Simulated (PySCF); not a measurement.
W(NH)(S)(OH)(NH2) (H₄N₂OSW), SMILES [S]=[W](=[NH])([OH])[NH2], multiplicity 1.

Geometry optimised at PBE0-D3(BJ)/def2-SVP. The multiplicity is an assumed one; no other spin state was optimised. The structure was generated by enumeration; whether it is a known compound was not checked. The def2 effective core potentials stand for the cores of W; spin–orbit coupling is left out. The values are those of a single conformer.

Two levels are set side by side: TDA-PBE/def2-SVPD (PySCF) and TDA-B3LYP/def2-SVPD (PySCF). Vertical, same geometry. The lowest singlet is HOMO→LUMO 93 % with PBE and HOMO→LUMO 95 % with the other functional; states are paired by order. Differences are taken from unrounded values.

| quantity | TDA-B3LYP |
|---|---|
| lowest singlet excitation (eV) | 3.76 |
| lowest triplet excitation (TDA) (eV) | 3.41 |

What does TDA-PBE give, and how far is it from TDA-B3LYP? (Estimate from the structure and the level; the computed values follow.)


```json
[
 {"quantity": "lowest singlet excitation (eV)", "TDA-PBE": "3.70", "TDA-PBE minus TDA-B3LYP": "-0.06"},
 {"quantity": "lowest triplet excitation (TDA) (eV)", "TDA-PBE": "3.36", "TDA-PBE minus TDA-B3LYP": "-0.06"}
]
```

Here PBE gives about what the other level gives.

Rough cost on one machine, each run with all the roots and properties that it gave: TDA-B3LYP against TDA-PBE about 2 times.
